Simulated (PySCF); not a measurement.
Spectra and structures to be paired. Level of theory: TDDFT CAM-B3LYP/def2-SVPD, vertical, gas phase, core orbitals frozen in the response (PySCF). Geometries: PBE0-D3(BJ)/def2-SVP; one conformer of each isolated species. Triplets are in the Tamm–Dancoff approximation.

A. `C=CCc1ccc(F)cc1`
B. `CCSC(C)(C)C`
C. `C=N[C@H](C)CCC`

Lowest singlet levels (six at most, fewer where fewer were computed) with oscillator strengths:

1. 224 nm (f 0.000); 202 nm (f 0.037); 190 nm (f 0.007); 179 nm (f 0.028); 177 nm (f 0.007); 165 nm (f 0.018)
2. 252 nm (f 0.001); 167 nm (f 0.070); 160 nm (f 0.201); 157 nm (f 0.005); 153 nm (f 0.019); 152 nm (f 0.125); T1 4.11 eV
3. 235 nm (f 0.022); 206 nm (f 0.043); 184 nm (f 0.632); 179 nm (f 0.258); 178 nm (f 0.150); 174 nm (f 0.014); T1 4.03 eV

**Question.** Which spectrum belongs to which structure?

**Answer.** 1 = B, 2 = C, 3 = A.
- A: S1 at 5.27 eV, HOMO→LUMO (71%), HOMO-1→LUMO+1 (21%); Löwdin shares by element: HOMO carbon 58% or more (atoms not listed hold the other 42%); LUMO carbon 65% or more (atoms not listed hold the other 35%); HOMO -8.18 and LUMO 0.43 eV.
- B: S1 at 5.54 eV, HOMO→LUMO+1 (45%), HOMO→LUMO (20%), HOMO→LUMO+4 (15%); Löwdin shares by element: HOMO sulfur 69%, carbon 17% or more; LUMO carbon 25% or more, sulfur 15% (atoms not listed hold the other 60%); HOMO -7.54 and LUMO 1.22 eV.
- C: S1 at 4.93 eV, HOMO→LUMO (97%); Löwdin shares by element: HOMO nitrogen 58%, carbon 24% or more, hydrogen 6% or more; LUMO carbon 36% or more, nitrogen 35%, hydrogen 18% or more; HOMO -8.75 and LUMO 0.79 eV.
